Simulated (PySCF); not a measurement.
**How methods differ on the ionisation energy of Tc³⁴⁺**

Tc³⁴⁺ [He] 2s2 2p5 (2P) → Tc³⁵⁺ [He] 2s2 2p4 (3P), as a difference of total energies. Computed with PySCF 2.14 in an uncontracted even-tempered set (19 s from 12 bohr⁻², ratio 2.2; 12 p from 15 bohr⁻², ratio 2.2; 6 d from 68 bohr⁻², ratio 2.4; 5 f from 100 bohr⁻², ratio 2.4; 4 g from 150 bohr⁻², ratio 2.4), with scalar relativity by spin-free X2C-1e. Correlated levels: nothing frozen; virtual orbitals above 40 to 60 times the deepest correlated orbital energy dropped. The calculations carry no spin-orbit coupling.

| method | ionisation energy (eV) |
| --- | --- |
| UHF | 4714.0 |
| LDA | 4712.3 |
| PBE | 4714.2 |
| PBE0 | 4714.6 |
| r2SCAN | 4717.1 |
| B97-3 | 4714.7 |
| r2SCAN0 | 4716.7 |
| MP2 (all electrons) | 4715.7 |
| SCS-MP2 (all electrons) | 4715.7 |

Spin-orbit coupling is strong in these open shells (close to jj coupling). The scalar numbers leave it out and a first-order estimate fails, so it can dominate the gap to the real levels.

For this ion Breit and QED terms and the two-electron picture change, all absent here, outweigh the differences among the correlated methods.

For comparison: 4681 ± 8 eV (semi-empirical (NIST evaluation); NIST Atomic Spectra Database, ionization energies).
